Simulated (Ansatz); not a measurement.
**Worked example: the interaction energy**

The pair of F⁻ (SMILES [F-], atom 1) and SiH4O (SMILES [SiH3]O, atoms 2–7), both closed shells, in one local arrangement (a lower one may exist), relaxed at PBE0-D4/def2-TZVPD:

```xyz
7
angstrom
F 0.5316 -0.3318 -1.9576
Si 0.0584 0.0366 -0.3162
O -0.4523 0.5217 1.3334
H -0.9571 -1.0893 -0.3818
H -0.2719 1.4378 -0.7592
H 1.4496 -0.3547 0.1472
H -0.3581 -0.2204 1.9342
```

Both fragments are computed in the basis of the whole pair.

Computed with Ansatz 0.2.0 (basis: def2-TZVPPD and def2-QZVPPD); correlated methods freeze the cores.

Energies in eV:

| quantity | pair | first fragment | second fragment |
| --- | --- | --- | --- |
| Hartree–Fock, triple zeta (X = 3) | -12673.22889 | -2706.33254 | -9963.68232 |
| Hartree–Fock, quadruple zeta (X = 4) | -12673.68235 | -2706.42196 | -9964.01221 |
| MP2 correlation, X = 3 | -18.27992 | -7.87153 | -10.53152 |
| MP2 correlation, X = 4 | -19.72889 | -8.52232 | -11.28150 |
| CCSD(T) correlation, X = 3 | -19.42933 | -7.97864 | -11.56642 |

Problem. Work out the interaction energy at the basis limit: extrapolate Hartree–Fock as E(X) = E∞ + A exp(−7.88 √X) and the MP2 correlation as E(X) = E∞ + B X^−2.97 (the exponents that Neese and Valeev fitted for def2-TZVPP and QZVPP, reused here for the diffuse sets), then add CCSD(T) − MP2 in triple zeta.

Solution. Each step is linear, so take the differences first (pair − first fragment − second fragment): Hartree–Fock -3.21403 (X = 3) and -3.24818 (X = 4); MP2 correlation 0.12313 and 0.07493; CCSD(T) correlation 0.11573.
Two points give E∞ = E(4) + w [E(4) − E(3)], with w = 1/(exp(7.88 (2 − √3)) − 1) = 0.1377 for Hartree–Fock and w = 1/((4/3)^2.97 − 1) = 0.7407 for the correlation.
Hartree–Fock: -3.24818 + 0.1377 × (-0.03415) = -3.2529 eV.
MP2 correlation: 0.07493 + 0.7407 × (-0.04820) = 0.0392 eV.
CCSD(T) − MP2: 0.11573 − 0.12313 = -0.0074 eV.
Sum: -3.2529 + 0.0392 + (-0.0074) = -3.2211 eV, or -74.28 kcal/mol. Plain CCSD(T) in triple zeta gives -3.0983 eV, so the larger basis shifts the result by -0.1228 eV.

The T1 diagnostic stays at or below 0.023.

For scale, one of the runs: CCSD(T)/def2-TZVPPD, 196 basis functions, launched by `ansatz run in.yaml --threads 2 --pin off --events-out ev --progress --plain --max-ram 5222MiB`. The run took 34 s on 2 CPU threads of an Intel Xeon Platinum 8375C (shared host), with 2.3 GiB of host memory at its peak.
